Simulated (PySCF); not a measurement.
H₃InOS₂. Atoms are numbered in the order given.

```xyz
7

In     0.2293    -0.0049     0.0000
O      2.2342    -0.0171     0.0000
H      2.6121     0.8737     0.0000
S     -1.0341     2.0650     0.0000
H      0.0807     2.8345     0.0000
S     -0.8243    -2.1710     0.0000
H     -2.0686    -1.6356     0.0000
```
Charge 0, spin multiplicity 1.

The structure is a stationary point at B3LYP-D3(BJ)/def2-SVP. The def2 effective core potentials stand for the cores of In; spin–orbit coupling is left out. The values are those of a single conformer.

Calculation: PySCF with B3LYP/def2-TZVP.

Isolated molecule, no solvent.

Computed frontier levels, gap, dipole moment and polarisability:
```json
{
 "highest_occupied_level": "-7.37 eV",
 "lowest_empty_level": "-2.34 eV",
 "orbital_gap": "5.03 eV",
 "dipole_moment": "1.87 D",
 "quadrupole, principal values (traceless, Buckingham form, about the centre of nuclear charge)": "-11.14, 1.06, 10.08 D·Å",
 "mean_static_polarisability": "81.9 bohr³ (12.14 Å³)",
 "polarisability_principal_values": "54.0, 82.1, 109.6 bohr³"
}
```
